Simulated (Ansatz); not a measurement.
The Si1–H2 bond of FHSi (SMILES F[SiH]) is stretched (multiplicity 1, the rest rigid).
Geometry at rest (charge 0, multiplicity 1):
```xyz
3

Si    -0.20727    -0.34539     0.44957
H     -1.00311    -1.19490    -0.55577
F      0.43388     0.67003    -0.63758
```

Cores are frozen in the correlated methods.

The values were computed with Ansatz (an electronic-structure program) with Gaussian orbitals. Values without a source in brackets are computed.

Energies above the point at 1.538 Å (the B3LYP-D3(BJ) bond length), FIC-MRCISD+Q on CASSCF(2,2)/cc-pV(T+d)Z (kcal/mol): 4.36 at 1.384 Å; 3.41 at 1.692 Å; 76.60 at 4.922 Å.

### Question
Take the last value as the depth D of a Morse curve D(1 − e^(−a(R − R₀)))², fit a and R₀ to the two near points, and test it at 2.076 and 2.692 Å.

### Answer

With D = 76.6, both near points (counted from the curve's value at 1.538 Å) are met by a = 1.47 Å⁻¹ and R₀ = 1.530 Å, so k = 2Da² = 330 kcal/(mol Å²). The curve then gives 23.3 and 51.3 kcal/mol; the level itself gives 23.7 and 54.5, so Morse is off by -0.4 and -3.3.
